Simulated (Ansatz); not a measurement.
Cartesian coordinates in Å:
```
O 0.0376 -2.2606 -0.3165
Si -0.7036 -1.1011 0.5886
Cl -2.7005 -0.9561 0.0535
Si 0.3819 0.8728 -0.0398
O 0.8057 0.7081 -1.6162
O -0.5269 2.2272 0.0565
O 1.6303 1.0496 0.9951
H -0.2400 -3.1730 -0.2131
H -0.7221 -1.4780 2.0245
H 1.1009 -0.1632 -1.8910
H -1.1531 2.3822 -0.6530
H 2.0898 1.8921 1.0114
```

The species carries charge 0 and has multiplicity 1.

Question: List the PBE/def2-TZVPP orbital energies in eV (Ansatz). (Best estimate.)

Answer: Computed: Occupied: -2738.78, -1780.73, -1780.66, -510.75, -510.42, -510.42, -510.41, -249.36, -190.04, -189.90, -189.89, -138.33, -138.21, -95.12, -95.06, -95.00, -94.97, -94.96, -94.93, -25.71, -25.46, -24.96, -24.90, -20.34, -14.73, -14.06, -13.04, -12.85, -11.72, -10.18, -9.72, -9.42, -9.12, -8.88, -8.48, -8.28, -7.99, -7.82, -7.68, -7.56, -6.61. Lowest empty: -1.16, -0.78, -0.20, 0.61, 0.90, 0.98, 1.25, 1.59.
